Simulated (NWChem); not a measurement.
System: C5H8; SMILES C#CCCC

Output (shortened):

```
             Northwest Computational Chemistry Package (NWChem) 7.3.0
             --------------------------------------------------------

 CS  symmetry detected

                             Geometry "geometry" -> ""
                             -------------------------

 Output coordinates in angstroms (scale by  1.889725989 to convert to a.u.)

  No.       Tag          Charge          X              Y              Z
 ---- ---------------- ---------- -------------- -------------- --------------
    1 C                    6.0000     0.25326979     2.64342218     0.00000000
    2 C                    6.0000    -0.15097388     1.50150099     0.00000000
    3 C                    6.0000    -0.61568185     0.11992180     0.00000000
    4 C                    6.0000     0.51577763    -0.91267845     0.00000000
    5 C                    6.0000     0.00035831    -2.34224455     0.00000000
    6 H                    1.0000     0.60648630     3.65773175     0.00000000
    7 H                    1.0000    -1.26323841    -0.03987985     0.88063800
    8 H                    1.0000    -1.26323841    -0.03987985    -0.88063800
    9 H                    1.0000     1.15639284    -0.73861466    -0.88019200
   10 H                    1.0000     1.15639284    -0.73861466     0.88019200
   11 H                    1.0000    -0.61912249    -2.54706807    -0.88809700
   12 H                    1.0000     0.82894987    -3.06613841     0.00000000
   13 H                    1.0000    -0.61912249    -2.54706807     0.88809700

 Effective nuclear repulsion energy (a.u.)     153.5706537258

      Symmetry information
      --------------------

 Group name             Cs
 Group number              2
 Group order               2
 No. of unique centers    10

                                 NWChem DFT Module
                                 -----------------

 Summary of "ao basis" -> "ao basis" (spherical)
 ------------------------------------------------------------------------------
       Tag                 Description            Shells   Functions and Types
 ---------------- ------------------------------  ------  ---------------------
 C                           6-31g*                  6       14   3s2p1d
 H                           6-31g*                  2        2   2s

      Symmetry analysis of basis
      --------------------------

        a'         60
        a"         26

            General Information
            -------------------
          SCF calculation type: DFT
          Wavefunction type:  closed shell.
          No. of atoms     :    13
          No. of electrons :    38
           Alpha electrons :    19
            Beta electrons :    19
          Charge           :     0
          Spin multiplicity:     1
          Use of symmetry is: on ; symmetry adaption is: on
          Maximum number of iterations: 150
          AO basis - number of functions:    86
                     number of shells:    46
          Convergence on energy requested:  1.00D-06
          Convergence on density requested:  1.00D-05
          Convergence on gradient requested:  5.00D-04

              XC Information
              --------------
                         B3LYP Method XC Potential
                     Hartree-Fock (Exact) Exchange  0.200
                        Slater Exchange Functional  0.800 local
                    Becke 1988 Exchange Functional  0.720 non-local
              Lee-Yang-Parr Correlation Functional  0.810
                  VWN I RPA Correlation Functional  0.190 local

             Grid Information
             ----------------
          Grid used for XC integration:  medium
          Radial quadrature: Mura-Knowles
          Angular quadrature: Lebedev.
          Tag              B.-S. Rad. Rad. Pts. Rad. Cut. Ang. Pts.
          ---              ---------- --------- --------- ---------
          C                   0.70       49          13.0       434
          H                   0.35       45          13.0       434
          Grid pruning is: on
          Number of quadrature shells:   470
          Spatial weights used:  Erf1

      Superposition of Atomic Density Guess
      -------------------------------------

 Sum of atomic energies:        -192.28713105

      Non-variational initial energy
      ------------------------------

 Total energy =    -195.455619
 1-e energy   =    -560.287365
 2-e energy   =     211.261092
 HOMO         =      -0.311106
 LUMO         =       0.073971

      Symmetry analysis of molecular orbitals - initial
      -------------------------------------------------

  Numbering of irreducible representations:

     1 a'          2 a"

  Orbital symmetries:

     1 a'          2 a'          3 a'          4 a'          5 a'
     6 a'          7 a'          8 a'          9 a'         10 a'
    11 a"         12 a'         13 a'         14 a"         15 a'
    16 a'         17 a"         18 a'         19 a"         20 a'
    21 a"         22 a'         23 a'         24 a'         25 a"
    26 a'         27 a'         28 a"         29 a"

     ---------------------------------------------
      Total Density - Mulliken Population Analysis
     ---------------------------------------------

    Atom       Charge   Shell Charges
 -----------   ------   -------------------------------------------------------
    1 C    6     6.57   2.00  0.75  1.95  0.71  1.15  0.03
    2 C    6     5.81   2.00  0.74  1.85  0.48  0.70  0.04
    3 C    6     6.41   2.00  0.70  1.94  0.61  1.12  0.04
    4 C    6     6.40   2.00  0.71  1.95  0.63  1.08  0.04
    5 C    6     6.67   2.00  0.72  2.04  0.67  1.21  0.03
    6 H    1     0.71   0.42  0.29
    7 H    1     0.77   0.46  0.30
    8 H    1     0.77   0.46  0.30
    9 H    1     0.79   0.47  0.31
   10 H    1     0.79   0.47  0.31
   11 H    1     0.78   0.47  0.31
   12 H    1     0.77   0.47  0.30
   13 H    1     0.78   0.47  0.31

   convergence    iter        energy       DeltaE   RMS-Dens  Diis-err
 ---------------- ----- ----------------- --------- --------- ---------
 d= 0,ls=0.0,diis     1   -195.2228850084 -3.49D+02  1.04D-02  4.25D-01
 d= 0,ls=0.0,diis     2   -195.2639649288 -4.11D-02  4.98D-03  9.91D-02
 d= 0,ls=0.0,diis     3   -195.2571768827  6.79D-03  3.31D-03  1.50D-01
 d= 0,ls=0.0,diis     4   -195.2755744304 -1.84D-02  7.16D-04  9.32D-03
 d= 0,ls=0.0,diis     5   -195.2767275444 -1.15D-03  1.03D-04  1.17D-04
  Resetting Diis
 d= 0,ls=0.0,diis     6   -195.2767411459 -1.36D-05  2.26D-05  4.38D-06
 d= 0,ls=0.0,diis     7   -195.2767416156 -4.70D-07  1.32D-05  7.45D-07
 d= 0,ls=0.0,diis     8   -195.2767415726  4.29D-08  7.36D-06  1.09D-06

         Total DFT energy =     -195.276741572639
      One electron energy =     -565.048040824107
           Coulomb energy =      246.287481965448
    Exchange-Corr. energy =      -30.086836439821
 Nuclear repulsion energy =      153.570653725841

 Numeric. integr. density =       37.999994969159

                  Occupations of the irreducible representations
                  ----------------------------------------------

                     irrep           alpha         beta
                     --------     --------     --------
                     a'               15.0         15.0
                     a"                4.0          4.0

                       DFT Final Molecular Orbital Analysis
                       ------------------------------------

 Vector   17  Occ=2.000000D+00  E=-3.371872D-01  Symmetry=a"
              MO Center=  2.5D-01, -1.2D+00,  2.5D-15, r^2= 2.8D+00
   Bfn.  Coefficient  Atom+Function         Bfn.  Coefficient  Atom+Function
  ----- ------------  ---------------      ----- ------------  ---------------
    47      0.336396   4 C  pz               61     -0.245466   5 C  pz
    77     -0.200197   9 H  s                78     -0.199399   9 H  s
    79      0.200197  10 H  s                80      0.199399  10 H  s
    82      0.164237  11 H  s                86     -0.164237  13 H  s
    51      0.160598   4 C  pz               81      0.154148  11 H  s

 Vector   18  Occ=2.000000D+00  E=-2.568780D-01  Symmetry=a'
              MO Center=  5.2D-02,  1.8D+00,  1.0D-14, r^2= 2.1D+00
   Bfn.  Coefficient  Atom+Function         Bfn.  Coefficient  Atom+Function
  ----- ------------  ---------------      ----- ------------  ---------------
     3      0.388490   1 C  px               17      0.363021   2 C  px
     7      0.258715   1 C  px               21      0.204144   2 C  px
    48     -0.146656   4 C  s                 4     -0.134994   1 C  py
    18     -0.132225   2 C  py               46     -0.123016   4 C  py
    31     -0.113229   3 C  px               45      0.091095   4 C  px

 Vector   19  Occ=2.000000D+00  E=-2.562189D-01  Symmetry=a"
              MO Center= -2.8D-02,  1.9D+00, -9.8D-15, r^2= 1.8D+00
   Bfn.  Coefficient  Atom+Function         Bfn.  Coefficient  Atom+Function
  ----- ------------  ---------------      ----- ------------  ---------------
     5      0.415429   1 C  pz               19      0.386483   2 C  pz
     9      0.274298   1 C  pz               23      0.227030   2 C  pz
    74     -0.128936   7 H  s                76      0.128936   8 H  s
    33     -0.127846   3 C  pz               73     -0.100622   7 H  s
    75      0.100622   8 H  s                78     -0.054695   9 H  s

[...]
```

Level: B3LYP/6-31G* (spherical d). All runs use the structure optimised with PBE0/def2-SVP. B3LYP is NWChem's, with the RPA form of VWN correlation.

**Question.** Which NWChem input produces such a log?

**Answer.** One answer among several that fit: the input that was run:
```
start job
memory heap 200 mb stack 900 mb global 1100 mb
geometry units angstroms noautoz
  C      0.252770     2.649663     0.000000
  C     -0.150300     1.507327     0.000000
  C     -0.613588     0.125271     0.000000
  C      0.518932    -0.906166     0.000000
  C      0.004982    -2.336261     0.000000
  H      0.604944     3.664335     0.000000
  H     -1.260980    -0.035196     0.880638
  H     -1.260980    -0.035196    -0.880638
  H      1.159368    -0.731444    -0.880192
  H      1.159368    -0.731444     0.880192
  H     -0.614288    -2.541721    -0.888097
  H      0.834317    -3.059303     0.000000
  H     -0.614288    -2.541721     0.888097
end
basis spherical
  * library 6-31g*
end
dft
  xc b3lyp
  iterations 150
  mulliken
end
task dft energy
```
